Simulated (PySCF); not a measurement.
Computed shifts of a molecule C3H5Cl, PBE/pcSseg-1 (PySCF), GIAO, gas phase, equivalent atoms averaged, in ppm (number of nuclei): ¹³C: 158.2 (1), 120.7 (1), 33.1 (1). ¹H: 5.77 (2), 2.59 (3). References: ¹³C against TMS (σ = 182.0 ppm); ³⁵Cl against HCl (σ = 936.5 ppm); ¹H against TMS (σ = 31.49 ppm), references at their B3LYP-D3(BJ)/def2-TZVP geometries, non-relativistic (without spin–orbit terms, shifts of atoms bonded to Cl or Br come out too high). The structure is a stationary point at PBE-D3(BJ)/def2-SVP. One conformer was computed; it need not be the lowest.

Question: Which structure fits?
(A) C=C(C)Cl
(B) C/C=C\Cl
(C) ClC1CC1

Answer: A, C=C(C)Cl
